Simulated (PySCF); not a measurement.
## How methods differ on the excitation energy of Pb

Pb [Xe] 4f14 5d10 6s2 6p2 (3P) → Pb [Xe] 4f14 5d10 6s1 6p2 6d1 (high-spin determinant), as a difference of total energies. Calculation: PySCF 2.14, in aug-cc-pVQZ-PP with one added diffuse shell each of s, p, d, f, g type with ECP60MDF (8s8p6d4f3g, 117 functions); scalar relativity through the core potential. Correlated levels: valence: 5s2 5p6 5d10 frozen. The calculations carry no spin-orbit coupling.

| method | excitation energy (eV) |
| --- | --- |
| UHF | 10.893 |
| LDA | 13.301 |
| PBE | 12.827 |
| PBE0 | 12.592 |
| r2SCAN | 12.715 |
| B2PLYP | 12.496 |
| BLYP | 13.030 |
| TPSSh | 12.678 |
| MP2 (valence) | 11.688 |
| SCS-MP2 (valence) | 11.931 |

Problem. How much does correlation contribute at MP2 (valence)?

Solution. 11.688 − (10.893) = 0.795 eV, measured against UHF.

Spin-orbit coupling is strong in these open shells (close to jj coupling). The scalar numbers leave it out and a first-order estimate fails, so it can dominate the gap to the real levels.

The upper state lies above the first ionisation limit.

The promoted electron is Rydberg-like, and one or two diffuse shells describe it only roughly, which tends to raise the upper state.

The determinant of the upper state mixes LS terms, which raises its energy above the lowest term, most at the Hartree-Fock and MP2 levels.
